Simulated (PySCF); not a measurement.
Al2(mu-NH2)2(Cl)4, H4Al2Cl4N2, singlet (B3LYP/def2-SVP optimised geometry):

```
12

Al    -0.353    -1.275     0.000
Al    -1.746     0.366     1.815
N     -1.051     0.548     0.000
H     -1.766     0.728    -0.711
H     -0.340     1.275    -0.112
Cl     1.766    -1.275     0.000
Cl    -1.432    -2.498    -1.353
N     -1.051    -1.458     1.814
H     -1.765    -2.184     1.922
H     -0.340    -1.642     2.526
Cl    -0.665     1.587     3.167
Cl    -3.865     0.368     1.816
```

Method: B3LYP/def2-TZVP (PySCF 2.14.0).

Question: What are the frontier orbital energies and the dipole moment?

Answer: HOMO-2 -8.85 eV, HOMO-1 -8.81 eV, HOMO -8.77 eV, LUMO -0.76 eV, LUMO+1 -0.10 eV; dipole moment 0.00 D.

On the same geometry PBE/def2-TZVP in PySCF 2.14.0 gives HOMO-2 -7.73 eV, HOMO-1 -7.68 eV, HOMO -7.66 eV, LUMO -1.29 eV, LUMO+1 -0.65 eV; dipole moment 0.00 D.

Meta-Löwdin charges at B3LYP/def2-TZVP: Al1 0.87, Al2 0.87, N3 -0.68, H4 0.26, H5 0.26, Cl6 -0.36, Cl7 -0.36, N8 -0.68, H9 0.26, H10 0.26, Cl11 -0.36, Cl12 -0.36.
